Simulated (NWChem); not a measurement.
# methylammonium (CH₆N cation); SMILES C[NH3+]

Computed with NWChem. Pople sets run with spherical d functions. The level has its own optimisation; frequencies are unscaled.

Q: What does the run give for B3LYP/6-31G*? Quantities: r C–N (Å); r C–H (Å); r H–N (Å); highest harmonic frequency (cm⁻¹); lowest (cm⁻¹); zero-point energy (kcal/mol).

A: 
```yaml
r C–N (Å): 1.517
r C–H (Å): 1.090
r H–N (Å): 1.028
highest harmonic frequency (cm⁻¹): 3473
lowest (cm⁻¹): 294
zero-point energy (kcal/mol): 50.0
```
